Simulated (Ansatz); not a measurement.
**Which method gave which barrier?**

Saddle point of C2H7Zn, doublet (CH₄Zn ([CH3][ZnH]) + CH₃ → C₂H₅Zn ([CH2][Zn][CH3]) + H₂; bonds formed: H1–H5, Zn3–C4; bonds broken: H1–C2, Zn3–H5), PBE0-D4/def2-TZVP structure:

```xyz
10
angstrom
H 2.1283 -0.0147 -0.7386
C 0.9636 0.4612 -1.2775
Zn -0.4095 0.0656 0.0168
C -1.7627 -0.3486 1.3400
H 2.9756 -0.2842 -0.5016
H 0.9644 -0.0817 -2.2243
H 1.2483 1.5024 -1.4393
H -1.9994 -1.4158 1.3363
H -2.6870 0.2006 1.1438
H -1.4217 -0.0848 2.3445
```

Ansatz 0.2.0; basis: def2-TZVPP, with def2-QZVPP for the basis limit; cores frozen in the correlated methods; orbitals are unrestricted. The 3s and 3p shells of Cu and Zn are frozen; filled d shells are correlated. B3LYP uses VWN-RPA correlation. Extrapolation: Hartree–Fock as exp(−7.88 √X), correlation as X^−2.97. Four methods, as single points on the PBE0-D4 structures, gave these electronic barriers from the start structure: 57.5, 74.4, 83.0, 131.4 kJ/mol.

(1) The methods were, in alphabetical order, B3LYP-D4, CCSD(T), HF, PBE-D4. Which gave which? (A judgement: the text doesn't fix the answer.)

No T1 diagnostic of these runs exceeds 0.016. ⟨S²⟩ of the unrestricted Hartree–Fock references: 0.76 to 0.79 (a pure state has 0.75).

## Answers

(1) The calculation gives: PBE-D4 57.5; B3LYP-D4 74.4; CCSD(T) 83.0; HF 131.4 kJ/mol. For comparison, CCSD(T) at an estimated basis limit (MP2 extrapolated from triple and quadruple zeta, plus CCSD(T) − MP2 in triple zeta) gives 80.0 kJ/mol.

Labels in which every atom is bracketed show which atoms are joined, not bond orders.

For scale, one of the runs: CCSD(T)/def2-TZVPP, 224 basis functions, launched by `ansatz run in.yaml --threads 8 --pin off --events-out ev --progress --plain --max-ram 19148MiB`. Hardware: 8 CPU threads of an Arm Neoverse V1, shared host. Wall time 3.3 min; peak host memory 9.6 GiB.
